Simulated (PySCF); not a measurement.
HC(Cl)(F)CF2OMe, C3H4ClF3O.
Atom-mapped SMILES: `[CH3:1][O:2][C:3]([F:4])([F:5])[C@H:6]([F:7])[Cl:8]` (hydrogens: H9, H10, H11 on C1; H12 on C6)

Geometry (PBE0-D3(BJ)/def2-SVP, Å), atoms numbered from 1 in this order:
```xyz
12
C3H4ClF3O angstrom
C     -1.791    0.479    0.468
O     -0.397    0.655    0.269
C      0.266   -0.392   -0.238
F      0.119   -1.500    0.515
F     -0.197   -0.722   -1.470
C      1.745   -0.029   -0.384
F      2.383   -1.054   -0.973
Cl     2.468    0.320    1.189
H     -1.984   -0.324    1.194
H     -2.295    0.248   -0.482
H     -2.167    1.429    0.863
H      1.830    0.875   -1.004
```

Level of theory: PySCF 2.14.0, PBE0-D3(BJ)/def2-SVP geometry optimisation, gas phase.

Take the most abundant isotopes and a rigid rotor. The values belong to one conformer with, in the numbering `[CH3:1][O:2][C:3]([F:4])([F:5])[C@H:6]([F:7])[Cl:8]`, C1–O2–C3–F4 -57°, O2–C3–C6–F7 -176°.

(1) Give the principal moments of inertia and the rotational constants in MHz.

(2) What kind of rotor is it?

(3) Is it planar, by Δ = Ic − Ia − Ib?

(4) Give the other two planar moments, Paa and Pbb, and the rms extents of the mass along the axes.

(5) Predict some low-J microwave lines.

(6) Estimate the classical rotational partition function at 10 K, 25 K and 100 K.

## Answers

(1) Ia = 199.47, Ib = 372.11, Ic = 473.41 u·Å²; 505379 MHz·u·Å²/I gives A = 2534, B = 1358, C = 1068 MHz.

(2) An asymmetric top. Ray's parameter κ = (2B − A − C)/(A − C) = -0.604; −1 is the prolate and +1 the oblate limit.

(3) Not planar: Δ = Ic − Ia − Ib = -98.17 u·Å². For a rigid frame Δ = −2 Σ m c², so Σ m c² = 49.08 u·Å² lies off the ab plane: 4.17 from hydrogen and 44.91 from heavier atoms. The atom farthest from that plane is 1.62 Å away.

(4) Paa = Σ m a² = (Ib + Ic − Ia)/2 = 323.03 and Pbb = Σ m b² = (Ia + Ic − Ib)/2 = 150.38 u·Å². With the mass M = 147.99 u, the rms extents √(P/M) along a, b and c are 1.48, 1.01, 0.58 Å.

(5) The dipole components are |μa| = 2.02 D, |μb| = 1.17 D, |μc| = 1.15 D. Intensities carry the squares of the components, which stand as 1.00 : 0.34 : 0.33 (a : b : c). Some lines, for components of 0.1 D or more:

```json
{"type": "a", "branch": "Q", "J(Ka,Kc)": "4(2,2) ← 4(2,3)", "MHz": "644", "lower level (cm⁻¹)": "0.984"}
{"type": "c", "branch": "Q", "J(Ka,Kc)": "2(2,1) ← 2(1,1)", "MHz": "3527", "lower level (cm⁻¹)": "0.301"}
{"type": "b", "branch": "R", "J(Ka,Kc)": "1(1,1) ← 0(0,0)", "MHz": "3601", "lower level (cm⁻¹)": "0.000"}
{"type": "b", "branch": "R", "J(Ka,Kc)": "4(2,2) ← 3(3,1)", "MHz": "3677", "lower level (cm⁻¹)": "0.883"}
{"type": "a", "branch": "R", "J(Ka,Kc)": "2(1,1) ← 1(1,0)", "MHz": "5142", "lower level (cm⁻¹)": "0.130"}
{"type": "b", "branch": "Q", "J(Ka,Kc)": "3(3,0) ← 3(2,1)", "MHz": "6407", "lower level (cm⁻¹)": "0.669"}
{"type": "b", "branch": "R", "J(Ka,Kc)": "5(2,3) ← 4(3,2)", "MHz": "6624", "lower level (cm⁻¹)": "1.209"}
{"type": "b", "branch": "Q", "J(Ka,Kc)": "4(3,2) ← 4(2,3)", "MHz": "6751", "lower level (cm⁻¹)": "0.984"}
{"type": "a", "branch": "R", "J(Ka,Kc)": "5(4,2) ← 4(4,1)", "MHz": "12234", "lower level (cm⁻¹)": "1.515"}
{"type": "b", "branch": "R", "J(Ka,Kc)": "4(2,3) ← 3(1,2)", "MHz": "12789", "lower level (cm⁻¹)": "0.558"}
{"type": "c", "branch": "R", "J(Ka,Kc)": "3(3,1) ← 2(2,1)", "MHz": "13909", "lower level (cm⁻¹)": "0.419"}
{"type": "b", "branch": "R", "J(Ka,Kc)": "3(3,0) ← 2(2,1)", "MHz": "13914", "lower level (cm⁻¹)": "0.419"}
{"type": "b", "branch": "R", "J(Ka,Kc)": "5(3,3) ← 4(2,2)", "MHz": "18354", "lower level (cm⁻¹)": "1.006"}
{"type": "b", "branch": "R", "J(Ka,Kc)": "4(4,1) ← 3(3,0)", "MHz": "18953", "lower level (cm⁻¹)": "0.883"}
```

(6) Point group C1, symmetry number σ = 1; q = (√π/σ)·√((kT/h)³/(ABC)), k/h = 20836.6 MHz/K: 2780 at 10 K, 11000 at 25 K, 88000 at 100 K.

No PBE0-D3(BJ)/def2-SVP frequencies stand behind this structure, so it isn't proved a minimum. Constants of a rigid frame at the computed geometry: no zero-point averaging, no centrifugal distortion. A rigid rotor knows nothing of internal rotation, which can split or shift real lines. Quadrupole hyperfine structure (35Cl) is left out.
